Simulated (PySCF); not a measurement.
Species: sum formula H3BNO2, charge -1, multiplicity 1. It need not be the lowest isomer of its formula. Whether it binds its extra electron was not tested at this geometry. 
Structure (B3LYP-D3(BJ)/def2-TZVP (Ansatz) minimum search):
```
B
O 1 1.2952
O 1 1.4566 2 124.03
H 3 0.9622 1 103.07 2 -0.56
N 1 1.4921 2 126.64 4 -178.48
H 5 1.0085 1 113.66 2 -23.02
H 5 1.0105 6 110.87 1 133.64
```
Charge -1, spin multiplicity 1.

Dispersion corrections to the total energy (kcal/mol) from the dftd3 and dftd4 libraries through PySCF: D3(BJ) without and D4 with the three-body term, each with the damping fitted for the functional named.

```json
[
 {"functional": "CAM-B3LYP", "D3(BJ)": "-1.50", "D4": "-2.04"},
 {"functional": "LC-wPBE", "D3(BJ)": "-1.86", "D4": "-2.76"},
 {"functional": "TPSSh", "D3(BJ)": "-2.36", "D4": "-3.08"},
 {"functional": "PBE", "D3(BJ)": "-2.12", "D4": "…"},
 {"functional": "r2SCAN", "D3(BJ)": "…", "D4": "-0.60"},
 {"functional": "BLYP", "D3(BJ)": "-4.45", "D4": "-5.79"},
 {"functional": "B3LYP", "D3(BJ)": "-3.60", "D4": "…"}
]
```

Q: Some entries are withheld; supply them.

A: 
- PBE, D4: -2.51
- r2SCAN, D3(BJ): -0.55
- B3LYP, D4: -4.03
